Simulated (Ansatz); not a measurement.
C₂H₆AlBO, SMILES `[AlH2][O]B1CC1`, relaxed with RKS PBE0-D4/def2-TZVP in Ansatz 0.2.0 from a PBE-D4/def2-SVP geometry. The force threshold is 0.005 eV/Å; the program also tests the step.

Total charge 0; spin multiplicity 1.

Start:

```xyz
11

Al   -1.282    2.097   -1.397
O    -0.511    0.822   -0.531
B     0.096   -0.168    0.124
C     0.255   -1.677    0.385
C     1.152   -0.624    1.148
H    -2.577    2.727   -0.726
H    -0.620    2.514   -2.780
H     0.766   -2.326   -0.349
H    -0.480   -2.237    0.991
H     0.973   -0.516    2.233
H     2.229   -0.612    0.901
```

| step | energy (eV) | largest force (eV/Å) | largest move (Å) |
| --- | --- | --- | --- |
| 1 | -11486.3157 | 0.729 | 0.000 |
| 2 | -11486.3610 | 0.485 | 0.025 |
| 3 | -11486.3701 | 0.060 | 0.024 |
| 4 | -11486.3702 | 0.019 | 0.004 |
| 5 | -11486.3703 | 0.006 | 0.002 |
| 6 | -11486.3703 | 0.003 | 0.006 |
| 7 | -11486.3703 | 0.005 | 0.006 |
| 8 (rejected) | -11486.3702 | 0.016 | 0.011 |
| 9 | -11486.3703 | 0.003 | 0.002 |

End:

```xyz
11

Al   -1.261    2.063   -1.374
O    -0.499    0.814   -0.540
B     0.101   -0.167    0.112
C     0.248   -1.661    0.378
C     1.141   -0.611    1.135
H    -2.552    2.684   -0.715
H    -0.620    2.508   -2.744
H     0.761   -2.310   -0.327
H    -0.480   -2.198    0.981
H     0.961   -0.505    2.202
H     2.200   -0.616    0.893
```

It took 22 s on 4 threads of an Arm Neoverse V2 on a shared host, with 0.46 GiB of host memory at the peak.
